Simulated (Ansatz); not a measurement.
Calculated with Ansatz (gas phase, PBE0-D4/def2-TZVP geometries, no zero-point term in ΔE). CCSD(T)/CBS adds triple-zeta CCSD(T) − MP2 to the extrapolated MP2 energy (def2 sets, frozen cores). This one scheme is used for every species. DFT in def2-TZVPP. One conformer a species, not always the lowest.

`CO[SiH](Cl)OC` + `CNCO` → `CN[SiH](Cl)OC` + `COCO`  (formal exchange of groups at the Si–O bond)

```json
{"species": "`CO[SiH](Cl)OC`", "PBE-D4 energy (Eh)": "-980.21011"}
{"species": "`CNCO`", "PBE-D4 energy (Eh)": "-210.21919"}
{"species": "`CN[SiH](Cl)OC`", "PBE-D4 energy (Eh)": "-960.33255"}
{"species": "`COCO`", "PBE-D4 energy (Eh)": "-230.08496"}
```

(1) Work out ΔE.

Largest T1 diagnostic among the species: 0.011.

## Answers

(1) ΔE = (-960.33255) + (-230.08496) − (-980.21011) − (-210.21919) = 0.01179 Eh = +31.0 kJ/mol. CCSD(T)/CBS gives +37.5 kJ/mol.

In def2-TZVPP, CCSD(T) changes the Hartree–Fock value by −4.9 kJ/mol (the triples alone add −1.2 kJ/mol) and MP2 by −3.7 kJ/mol.
